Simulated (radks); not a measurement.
Initial-state core-level shifts of the strontium ion Sr+ when its valence configuration changes from [Kr] 5s1. Calculated with a radial shooting solver on a logarithmic mesh with Libxc functionals: Dirac Kohn-Sham, PBE, spin-unpolarised, spherical densities, point nucleus; open shells fill j = l - 1/2 first. Shifts are changes of the shell-averaged eigenvalues in eV (positive: less bound).

valence	2s	3p	3d	4p
5p1	-1.222	-1.223	-1.222	-1.151
4d1	+2.177	+2.151	+2.165	+1.942
4d0.5 5s0.5	+1.175	+1.159	+1.167	+1.036
